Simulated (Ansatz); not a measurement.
Species: 1,1,1-trifluoroethane, C2H3F3, net charge 0, singlet state. 
Coordinates optimised at B3LYP-D3(BJ)/def2-TZVP (Ansatz, a quantum-chemistry and plane-wave program):
```xyz
8

C     -1.4757    -0.0186     0.0562
C      0.0246     0.0003    -0.0009
F      0.5756    -0.1412     1.2237
F      0.5104    -0.9973    -0.7704
F      0.4930     1.1584    -0.5135
H     -1.8076    -0.9670     0.4743
H     -1.8219     0.7996     0.6848
H     -1.8753     0.0980    -0.9493
```
Charge 0, spin multiplicity 1.

Quantity: vertical ionisation energy (to the doublet state of charge +1; each state is the SCF solution reached for its spin; the molecule has degenerate orbitals, so one determinant may break the symmetry), in eV. Valence correlation only, unless marked. UHF or UKS for open shells. Spin-orbit coupling is left out. No relativistic terms. CBS marks a two-point X^-3 extrapolation of the correlation energy; Hartree-Fock from the larger set. [CCSD(T)-MP2]/basis is that difference in the basis named.

```tsv
level	program	vertical ionisation energy (eV)
SVWN5/def2-TZVPD	Ansatz	13.15
BHLYP/def2-TZVPD	Ansatz	…
CAM-B3LYP/def2-TZVPD	Ansatz	13.79
SCS-MP2/aug-cc-pVDZ	Ansatz	14.08
RI-MP2/CBS(aug-cc-pVTZ,aug-cc-pVQZ)+[CCSD(T)-MP2]/aug-cc-pVTZ	Ansatz	…
```

Question: What belongs in the gaps?

Answer: 
- BHLYP/def2-TZVPD, vertical ionisation energy (eV): 14.03
- RI-MP2/CBS(aug-cc-pVTZ,aug-cc-pVQZ)+[CCSD(T)-MP2]/aug-cc-pVTZ, vertical ionisation energy (eV): 14.14
